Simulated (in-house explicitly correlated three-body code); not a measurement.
Computed with an exponentially correlated three-body code. Model: two electrons around a point charge, non-relativistic, variational in 260 exponentially correlated functions (energies converged to about 1e-7 hartree, or 1e-8 relative for large Z).

Command:
```bash
python run_hyl.py task.json out
```
Settings (lengths in bohr, energies in hartree):
```
Z                      10
screening              1.5
interaction_strength   1
functions              260
states_tried           13
```

Time taken, with all properties: 2.2 min on 1 thread of Arm Neoverse N1, with other jobs on the host.

**Those bound S and P states to n = 4 that converged, binding against the one-electron ion.**

Given: nuclear charge 10; Yukawa screening of all interactions 1.5 1/bohr.

Computed: one-electron threshold -36.54608 hartree.

```csv
term,energy (hartree),binding (eV)
1 1S,-68.3806963,866.26
2 3S,-38.617735,56.373
2 1S,?,?
2 3P,-37.8117591,34.441
2 1P,-37.6746116,30.709
```

What belongs in the row 2 1S?

energy (hartree): -38.3781163; binding (eV): 49.852.

**Converged states only, values per electron or pair (inverse distances are <exp(-kr)/r>).**

```json
{"term": "1 1S", "mean r (bohr)": "0.159", "mean r squared (bohr²)": "0.034041", "mean inverse r (1/bohr)": "8.2053", "mean r12 (bohr)": "0.23429", "mean inverse r12 (1/bohr)": "4.5611", "mean cosine": "-0.01295", "mean p1 dot p2 (bohr⁻²)": "1.1478", "delta r1 (bohr⁻³)": "288.9", "delta r12 (bohr⁻³)": "31.17"}
{"term": "2 3S", "mean r (bohr)": "?", "mean r squared (bohr²)": "?", "mean inverse r (1/bohr)": "?", "mean r12 (bohr)": "?", "mean inverse r12 (1/bohr)": "?", "mean cosine": "?", "mean p1 dot p2 (bohr⁻²)": "?", "delta r1 (bohr⁻³)": "?", "delta r12 (bohr⁻³)": "-"}
{"term": "2 1S", "mean r (bohr)": "0.48789", "mean r squared (bohr²)": "0.42198", "mean inverse r (1/bohr)": "4.7034", "mean r12 (bohr)": "0.838", "mean inverse r12 (1/bohr)": "0.79012", "mean cosine": "-0.0042497", "mean p1 dot p2 (bohr⁻²)": "0.064183", "delta r1 (bohr⁻³)": "164.21", "delta r12 (bohr⁻³)": "3.474"}
{"term": "2 3P", "mean r (bohr)": "0.44347", "mean r squared (bohr²)": "0.35764", "mean inverse r (1/bohr)": "4.6781", "mean r12 (bohr)": "0.76096", "mean inverse r12 (1/bohr)": "0.76328", "mean cosine": "-0.044985", "mean p1 dot p2 (bohr⁻²)": "-3.7666", "delta r1 (bohr⁻³)": "153.95", "delta r12 (bohr⁻³)": "-"}
{"term": "2 1P", "mean r (bohr)": "0.4605", "mean r squared (bohr²)": "0.39029", "mean inverse r (1/bohr)": "4.6573", "mean r12 (bohr)": "0.78013", "mean inverse r12 (1/bohr)": "0.83605", "mean cosine": "0.03118", "mean p1 dot p2 (bohr⁻²)": "3.4467", "delta r1 (bohr⁻³)": "154.76", "delta r12 (bohr⁻³)": "0.78754"}
```

What belongs in the row 2 3S?

mean r (bohr): 0.46807; mean r squared (bohr²): 0.38302; mean inverse r (1/bohr): 4.7295; mean r12 (bohr): 0.80417; mean inverse r12 (1/bohr): 0.61058; mean cosine: -0.0029325; mean p1 dot p2 (bohr⁻²): 0.043747; delta r1 (bohr⁻³): 165.11.

**Electric-dipole lines between converged S and P states, rate of the upper state's decay.**

```tsv
s state	p state	p minus s (eV)	oscillator strength from s	rate (1/s)
1 1S	2 1P	835.56	0.45097	4.5539e+12
2 1S	2 1P	19.143	0.28486	1.5099e+09
2 3S	2 3P	21.932	0.29726	2.0681e+09
```

**Static dipole response.**

```tsv
state	polarisability (bohr³)
1 1S	0.0011542
2 3S	0.48732
```
